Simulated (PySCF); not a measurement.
**Computed properties of C4H9FSi, SMILES C/C=C(\F)[SiH2]C**

C4H9FSi, SMILES C(/[SiH2]C)(=C\C)F. The structure is a stationary point at ωB97X-D3(BJ)/def2-SVP. The structure was generated by enumeration; whether it is a known compound was not checked. The values are those of a single conformer. All values are computed for the isolated molecule unless a solvent is named; none is compared with measurement here.

**Structure.** All 39 harmonic modes at ωB97X-D3(BJ)/def2-SVP (PySCF) are real, so it is a minimum. With heavy atoms numbered as in [CH3:1]/[CH:2]=[C:3](\[F:4])[SiH2:5][CH3:6], the shortest bond between them is C2–C3 at 1.336 Å and the longest C3–Si5 at 1.884 Å.

**Vibrations.** The strongest infrared lines (harmonic, unscaled, degenerate partners summed) lie at 915 cm⁻¹ (276 km/mol, H 79 %, C 11 %, Si 10 %), 2250 cm⁻¹ (139 km/mol, H 96 %), 2253 cm⁻¹ (103 km/mol, H 97 %). The softest mode is at 57 cm⁻¹ and the zero-point energy is 73.8 kcal/mol.

**Electronic structure.** CAM-B3LYP/def2-TZVP (PySCF) places the frontier levels at -8.52 and 1.07 eV, a gap of 9.59 eV, and gives a dipole moment of 1.25 D and a mean polarisability of 76.9 bohr³. PBE/def2-TZVP (PySCF) at the same geometry gives -6.00 and -0.98 eV, so its gap is 4.57 eV narrower. An orbital gap is neither the optical nor the fundamental gap.

**Excitations.** TDA-B3LYP/def2-SVPD (PySCF) has S1 at 6.32 eV (196 nm, f = 0.022, weak); the most intense of the 10 singlets computed lies at 6.70 eV (f = 0.22). T1 (TDA) is at 4.21 eV, 2.11 eV under S1. TDA-PBE/def2-SVPD (PySCF) puts S1 at 5.87 eV. No vertical singlet excitation falls in the visible range (under 3.1 eV).

**NMR.** GIAO shifts at PBE0/pcSseg-1 (PySCF) (non-relativistic, atoms alike by connectivity averaged): ¹³C from -5.4 to 174.0 ppm against TMS; ¹H from 0.7 to 5.7 ppm against TMS; ²⁹Si at -45.0 ppm against TMS; ¹⁹F at -123.6 ppm against CFCl3.

**Solvation.** SMD-PBE0/def2-SVP (PySCF) gives 2.6 kcal/mol in water, -1.9 kcal/mol in methanol, -2.1 kcal/mol in 2-propanol (1 M in both phases, gas-phase geometry).
